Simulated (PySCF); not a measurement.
C4H6ClF, SMILES C(=C\CCCl)/F. Atoms are numbered in the order given.

```xyz
12

F      2.8555     0.0207     0.2676
C      1.5372    -0.1307     0.0827
C      0.9500     0.2390    -1.0565
C     -0.5061     0.0947    -1.3838
C     -1.3686    -0.6552    -0.3880
Cl    -1.5969     0.2471     1.1626
H      1.0394    -0.5578     0.9588
H      1.5914     0.6851    -1.8258
H     -0.5975    -0.4444    -2.3471
H     -0.9505     1.0908    -1.5675
H     -2.3768    -0.8177    -0.7922
H     -0.9329    -1.6310    -0.1254
```

Geometry: r2SCAN-D4/def2-SVP. The structure was generated by enumeration; whether it is a known compound was not checked. The values are those of a single conformer.

Level of theory: PBE/pcSseg-1 (PySCF).

GIAO shieldings, no solvent; atoms listed in one row are averaged. δ = σ(ref) − σ: ¹⁹F against CFCl3 (σ = 133.6 ppm); ¹³C against TMS (σ = 182.0 ppm); ³⁵Cl against HCl (σ = 936.5 ppm); ¹H against TMS (σ = 31.49 ppm), references at their B3LYP-D3(BJ)/def2-TZVP geometries, non-relativistic (without spin–orbit terms, shifts of atoms bonded to Cl or Br come out too high).

Problem. Estimate the chemical shifts. (Estimate from the structure and the level; the computed values follow.)

Solution. 
```tsv
nucleus	atoms	count	δ (ppm)
¹⁹F	F1	1	-134.0
¹³C	C2	1	162.8
¹³C	C3	1	113.8
¹³C	C5	1	53.2
¹³C	C4	1	36.2
³⁵Cl	Cl6	1	127.5
¹H	H7	1	7.40
¹H	H8	1	5.66
¹H	H11	1	4.08
¹H	H12	1	3.98
¹H	H10	1	2.91
¹H	H9	1	2.74
```
